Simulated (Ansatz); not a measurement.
Consider the formal exchange of groups at a Ge–C bond: `N=[C](S)[GeH3]` + `C#[C][GeH3]` → `[GeH3][C]#[C][GeH3]` + `N=CS`.

Isolated molecules relaxed with PBE0-D4/def2-TZVP in Ansatz; ΔE leaves out vibrations. CCSD(T)/CBS is the MP2 limit (def2-TZVPP, def2-QZVPP) plus CCSD(T) − MP2 in def2-TZVPP, frozen cores. This one scheme is used for every species. Functionals use def2-TZVPP. For Ge outer-core shells are correlated without core-valence functions, which leaves a few kJ/mol of doubt a bond. Scalar relativity is left out up to krypton. One conformer a species, not always the lowest.

```
             level  ΔE (kJ/mol)  difference from CCSD(T)/CBS
         r2SCAN-D4        -34.6                         -1.2
           PBE0-D4        -36.1                         -2.7
           ωB97X-V        -37.6                         -4.2
           ωB97M-V        -35.9                         -2.5
            B2PLYP        -38.9                         -5.5
               PBE        -34.5                         -1.1
              PBE0        -38.6                         -5.2
     HF/def2-TZVPP        -49.9                        -16.5
SCS-MP2/def2-TZVPP        -41.1                         -7.7
   CCSD/def2-TZVPP        -40.0                         -6.6
CCSD(T)/def2-TZVPP        -37.9                         -4.5
     HF/def2-QZVPP        -49.6                        -16.2
    MP2/def2-QZVPP        -36.4                         -3.0
SCS-MP2/def2-QZVPP        -38.7                         -5.3
     MP2/CBS(def2)        -34.6                         -1.2
    CCSD/CBS(def2)        -35.4                         -2.0
       CCSD(T)/CBS        -33.4                            0
```

Largest T1 diagnostic among the species: 0.014.

The D4 term adds +4.9 kJ/mol with B3LYP and +2.5 kJ/mol with PBE0; it sums over pairs of atoms, weighted by their polarisabilities, and B3LYP, whose exchange is more repulsive, gets the larger term. From PBE to PBE0 (25 % exact exchange), in def2-TZVPP and without D4, ΔE moves by −4.1 kJ/mol. In def2-TZVPP, CCSD(T) changes the Hartree–Fock value by +11.9 kJ/mol (the triples alone add +2.1 kJ/mol) and MP2 by +10.7 kJ/mol.

B3LYP here is the variant with VWN-RPA as its local correlation; programs differ in this.
